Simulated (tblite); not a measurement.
C6H9ClOSi.
SMILES with atom numbers: `[CH3:1][C:2]1=[C:3]([CH:4]=[O:5])[C@@H:6]([SiH2:7][Cl:8])[CH2:9]1` (hydrogens: H10, H11, H12 on C1; H13 on C4; H14 on C6; H15, H16 on Si7; H17, H18 on C9)

Computed geometry: GFN2-xTB, gas phase.

**Question.** Give the optimised bond lengths and angles.

**Answer.** 
```tsv
bond	length (pm)
C1–C2	147.7
C2=C3	135.2
C3–C4	143.7
C4=O5	121.1
C3–C6	151.2
C6–Si7	190.3
Si7–Cl8	201.9
C6–C9	155.6
C2–C9	150.1
C1–H10, C1–H11, C1–H12	108.9
C4–H13	110.9
C6–H14	109.0
Si7–H15	145.3
Si7–H16	146.3
C9–H17	108.9
C9–H18	108.9
```

Bonds in one row agree within 1 pm and their mean is given. A selection of angles:
```tsv
angle	degrees
C1–C2–C3	136.0
C1–C2–C9	130.4
C3–C2–C9	93.6
C2–C3–C4	135.6
C2–C3–C6	94.1
C4–C3–C6	130.0
C3–C4–O5	124.4
C3–C6–Si7	113.6
C3–C6–C9	85.5
Si7–C6–C9	117.7
C6–Si7–Cl8	106.5
C2–C9–C6	86.7
```

Dihedral angles: C1–C2–C3–C4 1° (synperiplanar); C2–C3–C4–O5 169° (antiperiplanar); C2–C3–C6–Si7 -117° (anticlinal); C3–C6–Si7–Cl8 50° (synclinal); C3–C6–C9–C2 -1° (synperiplanar); C1–C2–C9–C6 -176° (antiperiplanar).

The 4-membered ring C2–C3–C6–C9 has internal angles of 85.5° to 94.1° (sum 360°, against 360° for a flat polygon); it is planar, 0.01 Å rms from its mean plane, widest ring torsion 1°. Si7 (chlorine-bound silicon) is tetrahedral (angles from 106.5° to 112.6°). The 6 C–C bonds span 1.352 Å (C2=C3, drawn double) to 1.556 Å (C6–C9, drawn single), a spread of 0.204 Å. Of the pairs four or more bonds apart, O5···Si7 is among the closest relative to their van der Waals radii: 3.47 Å, 96 % of the sum of Bondi's values.

Point group: C1 (no symmetry element, even within 0.4 Å). Its GFN2-xTB frequencies are all real (lowest 30 cm⁻¹). One conformer, not necessarily the lowest. 3 starts were optimised and ended at 0.00, 0.10 and 0.56 kcal/mol (GFN2-xTB); the lowest of these is shown.
